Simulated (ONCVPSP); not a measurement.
# Before and after: ONCV potential for Ca

* Element: calcium (Ca)
* Generator: ONCVPSP 4.0.1
* Type: optimised norm-conserving Vanderbilt (ONCV)
* Functional: LDA (Perdew-Wang 92)
* Relativity: scalar-relativistic
* Frozen core: [Ne]
* Valence charge: 10
* Reference configuration: 3s2 3p6 4s2
* Partial waves: 3s+4s: rc 2.00 bohr, ncon 4, nbas 8, qcut 6.2 1/bohr, 2 projectors; 3p: rc 2.00 bohr, ncon 4, nbas 7, qcut 5.5 1/bohr, 2 projectors, debl 3.4 Ha; d scattering state at 0.38 Ha: rc 1.80 bohr, ncon 4, nbas 9, qcut 4.7 1/bohr, 2 projectors, debl 1.2 Ha
* Local potential: polynomial inside 1.70 bohr (lpopt 5, dvloc0 -1 Ha)
* Core correction: polynomial model core, fcfact 0.35

In the d channel the program set the typed energies aside and used -0.078, 1.122 Ha.

Change: s: qcut 7.6; p: qcut 6.7; d: qcut 5.7.

Cutoffs: the cutoffs (Ha) at which the residual kinetic energy of the hardest occupied pseudo-wave falls to 1 and 0.1 mHa per electron; they do not see the model core or the augmentation charge, which bear on the density cutoff. Errors are all-electron minus pseudo energies relative to the spin-unpolarised reference configuration.

Task: What does the change do?

Result: The potential gets harder (13 Ha and 15 Ha → 14 Ha and 18 Ha); of the 4 tests that both files solve, the error grows in 0 and shrinks in 2 by more than 15 % and 0.3 meV (median size 1.8 → 0.3 meV); neither file shows a bound ghost.

| quantity | base | changed |
| --- | --- | --- |
| cutoff, loose | 13 Ha | 14 Ha |
| cutoff, tight | 15 Ha | 18 Ha |
| loose cutoff by channel | s 11 Ha, p 13 Ha | s 14 Ha, p 14 Ha |
| bound ghosts | none | none |
| GHOST(+) flags under 300 eV | none | none |
| error for 3s2 3p6 4s1, meV [ΔE 6.46 eV] | -0.5 | -0.4 |
| error for 3s2 3p6 4s0, meV [ΔE 18.40 eV] | -3.1 | -2.1 |
| error for 3s2 3p6 4s1.5, meV [ΔE 2.56 eV] | -0.1 | -0.1 |
| error for 3s2 3p6 4s0 4p1, meV [ΔE 9.58 eV] | -3.5 | -0.2 |
| s: phases at 2.03 bohr within 0.05 rad from the reference energy up to (Ha; the scan ends near 5) | 4.9 | to the end of the scan |
| p: phases at 2.03 bohr within 0.05 rad from the reference energy up to (Ha; the scan ends near 5) | to the end of the scan | to the end of the scan |
| d: phases at 1.83 bohr within 0.05 rad from the reference energy up to (Ha; the scan ends near 5) | to the end of the scan | to the end of the scan |
| rms error of d²Exc/dni dnj with the model core, mHa | 1.03 | 0.80 |

Base: The cutoffs count occupied waves only; projector 1 of the d channel, the hardest unoccupied one, needs 88 Ha at the loose tolerance. Changed file: The cutoffs count occupied waves only; projector 1 of the d channel, the hardest unoccupied one, needs 38 Ha at the loose tolerance.
